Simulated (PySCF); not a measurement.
Compound: C₆H₁₂S.
Z-matrix (Å and degrees, PBE0-D3(BJ)/def2-SVP geometry), rows numbered from 1:
```
C 
C   1  1.5190
C   2  1.5209  1  112.43
S   2  1.8310  1  112.21  3   120.88
C   4  1.7814  2  101.22  1    65.17
C   5  1.5037  4  119.92  2    69.60
C   6  1.4959  5   60.09  4   106.20
H   1  1.1012  2  110.61  3   -59.91
H   1  1.0999  2  111.68  3   179.68
H   1  1.1028  2  110.46  3    60.04
H   2  1.1037  1  109.42  3  -121.44
H   3  1.1000  2  111.40  1  -177.83
H   3  1.1012  2  110.27  1   -57.53
H   3  1.1019  2  110.88  1    61.77
H   5  1.0955  4  115.32  2   -78.55
H   6  1.0934  5  117.26  7  -107.71
H   6  1.0936  5  117.61  7   108.93
H   7  1.0931  5  117.16  6   107.88
H   7  1.0931  5  117.54  6  -109.25
```

Computed with PySCF at PBE0/def2-SVPD, non-relativistic, on one gas-phase PBE0-D3(BJ)/def2-SVP geometry that isn't relaxed in the solvent. The solvent is an IEF-PCM continuum (van der Waals radii × 1.2), and excitations are vertical TDDFT with non-equilibrium linear response and a frozen core. The model holds no explicit solvent molecules, cavitation or dispersion.

```json
{"run": "gas", "E − E(gas) (kJ/mol)": "0.00", "HOMO (eV)": "-6.31", "HOMO–LUMO gap (eV)": "6.93", "dipole (D)": "1.72", "lowest singlet (eV)": "5.53", "static polarisability (au)": "93.7"}
{"run": "P", "E − E(gas) (kJ/mol)": "-15.02", "HOMO (eV)": "-6.49", "HOMO–LUMO gap (eV)": "7.14", "dipole (D)": "2.60", "lowest singlet (eV)": "5.60", "static polarisability (au)": "130.4"}
{"run": "Q", "E − E(gas) (kJ/mol)": "-5.65", "HOMO (eV)": "-6.35", "HOMO–LUMO gap (eV)": "7.02", "dipole (D)": "2.01", "lowest singlet (eV)": "5.55", "static polarisability (au)": "105.8"}
```

Task: The runs were made in cyclohexane and dimethylsulfoxide. Which run belongs to which solvent?

Result: P = dimethylsulfoxide, Q = cyclohexane. The dielectric constants are 2.017 (cyclohexane), 46.83 (dimethylsulfoxide), and the energy falls further as ε rises. The optical constants n² used for the excitations are 2.04, 2.19 in the same order. In this model the ground state sees the solvent through ε alone.

Task: How constant is the ratio of the lowering to (ε − 1)/(2ε + 1)?

Result: 
| solvent | (ε − 1)/(2ε + 1) | E − E(gas) (kJ/mol) | ratio (kJ/mol) | polarisation term (kJ/mol) |
| --- | --- | --- | --- | --- |
| cyclohexane | 0.202 | -5.65 | -28.0 | -6.02 |
| dimethylsulfoxide | 0.484 | -15.02 | -31.0 | -18.13 |

The ratio changes by +10.9 % in size from cyclohexane to dimethylsulfoxide. The polarisation term is half the interaction of the solute with the induced surface charges.
